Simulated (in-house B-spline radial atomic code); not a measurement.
Response and correlation of the tantalum ion Ta⁵⁺

Closed shell [Xe] 4f14. Computed with a B-spline radial code for spherical atoms: Dirac-Hartree-Fock, relativistic RPA (time-dependent Dirac-Hartree-Fock) for the response and second-order many-body perturbation theory for correlation, no-pair Dirac-Coulomb Hamiltonian, finite nucleus.

Command:
```bash
python run_mb.py task.json out
```
Settings (nuclear radius in fm, box in bohr, cutoff in hartree):
```
basis_form          2
Z                   73
core_configuration  [Xe] 4f14
rms_radius          5.3507
mass_number         181
speed_of_light      137.036
box_radius          10.732
lmax                7
intervals           62
virtual_cutoff      133225.0
```

Cost of the run: 20 s on 1 thread of Intel(R) Xeon(R) 6975P-C, with other jobs on the host.

```csv
"multipole (bohr³, bohr⁵, bohr⁷)",uncoupled,coupled RPA
dipole,3.0853,?
quadrupole,3.1372,3.5567
octupole,11.367,14.19
```

(1) What is the coupled dipole polarisability?

(2) Which subshells carry the dipole polarisability?

(3) What does the dipole shielding factor come to?

Dipole polarisability at imaginary frequency:

| u (Eh) | α(iu) (bohr³) |
| --- | --- |
| 0 | 2.519 |
| 0.735 | 2.206 |
| 2.2 | 1.203 |
| 4.41 | 0.5651 |
| 7.35 | 0.2953 |
| 14.7 | 0.1123 |
| 29.4 | 0.03845 |
| 73.5 | 0.008227 |

(4) What dispersion coefficients follow for two such ions (the dispersion part alone)?

Lowest J = 1 odd-parity excitations:

```
energy (eV)  oscillator strength  leading channel  weight
     31.422              0.00416     4f7/2 → d5/2   0.597
     33.925               0.0224     4f5/2 → d3/2   0.741
      34.03               0.0256     4f5/2 → d5/2   0.721
     36.059              0.00552     5p3/2 → d3/2   0.759
     42.705                 1.31     5p3/2 → d5/2   0.535
     47.631                0.544     5p3/2 → s1/2   0.991
     51.694                 4.44     5p1/2 → d3/2   0.789
     56.984                0.187     5p1/2 → s1/2   0.993
```

Second-order correlation energy by the highest angular momentum of the excited pair (hartree): s -0.03009, p -0.2629, d -0.9034, f -1.655, g -1.239, h -0.4302, i -0.198, k -0.0979.

(5) What is the second-order correlation energy at the partial-wave limit?

Answers

(1) 2.5185 atomic units, -18 % against the uncoupled value.

(2) 5p3/2 61.6 %, 5p1/2 19.8 %, 4f7/2 10.8 %.

(3) The dipole shielding factor is 0.932, against the exact N/Z = 68/73 = 0.932 of the non-relativistic theorem.

(4) C6 = (3/π)∫α(iu)²du = 10.4 hartree·bohr⁶ and C8 = 83.95 hartree·bohr⁸.

(5) The listed waves sum to -4.8169 hartree; extrapolating the increments as (l + 1/2)⁻⁴ gives -5.017 hartree, -2.01 eV per electron.
